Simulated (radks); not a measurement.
Values are calculated unless marked as measured or tabulated.
Neutral selenium, configuration [Ar] 3d10 4s2 4p4. Level of theory: scalar-relativistic Kohn-Sham, SCAN, spin-polarised, spherical densities, finite nucleus; open shells are filled with parallel spins first; meta-GGA in the generalised Kohn-Sham scheme; Fermi nuclear charge, rms radius 4.14 fm (a radial shooting solver on a logarithmic mesh with Libxc functionals).

Normalised radial functions P(r) = r R(r), r in bohr:

```
   r/bohr * 3d up, o 4s up (the largest magnitude, 1.23, reaches the edge; | marks zero, & curves that meet)
 0.006655                             * o
 0.008735                             * o
  0.01147                             *  o
  0.01505                             *  o
  0.01991                             *  o
  0.02614                             *  o
  0.03431                             *  o
  0.04503                             |&
  0.05911                             o*
  0.07758                          o  |  *
   0.1018                        o    |    *
   0.1347                        o    |       *
   0.1769                         o   |            *
   0.2321                             o                 *
   0.3047                             |    o                  *
      0.4                             |        o                 *
    0.525                             |      o                   *
   0.6946                             o                      *
   0.9118                    o        |                *
    1.197             o               |         *
    1.571           o                 |    *
    2.062              o              | *
    2.706                    o        |*
    3.581                         o   *
      4.7                            o*
    6.169                             &
    8.098                             &
```

3d up: eigenvalue -54.122 eV, 0 radial nodes, <r> = 0.631 bohr, 90 % of the charge inside 1.05 bohr. 4s up: eigenvalue -18.834 eV, 3 radial nodes at r = 0.0565, 0.232, 0.701 bohr, <r> = 1.81 bohr, 90 % of the charge inside 2.70 bohr.
